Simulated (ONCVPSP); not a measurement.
## S (Z = 16), ONCV: configuration errors across variants

| Quantity | Value |
| --- | --- |
| Element | sulfur (S) |
| Generator | ONCVPSP 4.0.1 |
| Type | optimised norm-conserving Vanderbilt (ONCV) |
| Functional | LDA (Perdew-Zunger) |
| Relativity | scalar-relativistic |
| Frozen core | [Ne] |
| Valence charge | 6 |
| Reference configuration | 3s2 3p4 |
| Partial waves | 3s: rc 1.30 bohr, ncon 5, nbas 9, qcut 5.1 1/bohr, 3 projectors, debl 3.8 Ha; 3p: rc 1.30 bohr, ncon 5, nbas 8, qcut 5.9 1/bohr, local; d scattering state at 0.26 Ha: rc 1.35 bohr, ncon 3, nbas 7, qcut 6.2 1/bohr, 1 projector |
| Local potential | the p channel |
| Core correction | polynomial model core, fcfact 0.6 |

All-electron excitation energies from the reference (eV): (1) 3s2 3p3 11.863; (2) 3s2 3p2 34.236; (3) 3s2 3p1 68.394; (4) 3s1 3p5 10.240.

A true bound ghost makes a file unfit for plane-wave use even where its test errors are small: the radial tests pick states by their node count and pass the ghost by.

Errors AE − PS in meV (a dash: test not solved or not reliable):

```tsv
change	(1)	(2)	(3)	(4)	bound ghosts	GHOST(+) flags above zero
base	+2.5	+18	+57	+1.1	s	s
s: qcut 3	+2.6	+19	+60	+0.1	s	s
s: qcut 3.8	+2.6	+18	+59	+0.5	s	s
s: qcut 4.3	+2.6	+18	+58	+0.8	s	s
s: qcut 5	+2.5	+18	+57	+1.1	s	s
s: qcut 5.8	+2.5	+18	+57	+1.2	s	s
s: qcut 6.4	+2.4	+17	+52	+1.1	s	none
s: qcut 7.7	+2.5	+17	+53	+0.8	s	none
```

(1) Give the same row for: s: qcut 6.9.

Answers

(1) +2.5, +17, +53, +1.0; bound ghosts: s; GHOST(+) flags above zero: none.
